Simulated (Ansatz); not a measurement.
**A ladder of methods for BH3Br− (SMILES [BH3-]Br)**

BH3Br−: 5 atoms, total charge -1, spin state singlet. As SMILES, `[BH3-]Br`. The coordinates come from a GFN2-xTB relaxation.

```xyz
5

B     0.1055   -0.0473    0.1457
Br   -1.0442    0.4678   -1.4413
H     1.2341   -0.2172   -0.2603
H    -0.3525   -1.0667    0.6130
H     0.0571    0.8634    0.9429
```

Quantity: the energy change with the B1–H5 bond stretched from 1.211 to 1.514 Å, in eV. The values are calculated.

```tsv
level	kind	program	value (eV)	less FCI/STO-3G
SVWN5/STO-3G (restricted)	LDA	Ansatz	0.96	+0.06
revPBE/STO-3G (restricted)	GGA	Ansatz	0.86	-0.04
r2SCAN/STO-3G (restricted)	meta-GGA	Ansatz	0.96	+0.06
BHLYP/STO-3G (restricted)	global hybrid	Ansatz	1.09	+0.19
CAM-B3LYP/STO-3G (restricted)	range-separated hybrid	Ansatz	1.01	+0.11
HSE06/STO-3G (restricted)	range-separated hybrid	Ansatz	1.00	+0.10
B2PLYP/STO-3G (restricted)	double hybrid	Ansatz	1.00	+0.10
CCSDT/STO-3G (restricted)	coupled cluster or CI	Ansatz	0.90	0.00
FCI/STO-3G	exact in the basis	Ansatz	0.90	0.00
```

FCI/STO-3G is exact within its basis and frozen core, so for wave-function methods in that basis the difference is their error; functionals converge differently with the basis, so for them it is only a difference. All-electron rows without a relativistic Hamiltonian named are non-relativistic. Sets without diffuse functions describe the anion poorly. The first shape isn't each level's own minimum. The values span 0.86 to 1.09 eV. All rows use very small basis sets, so even the best lies far from the true value. In the correlated wave-function rows the outer d shell of Br is correlated, in sets not made for it.
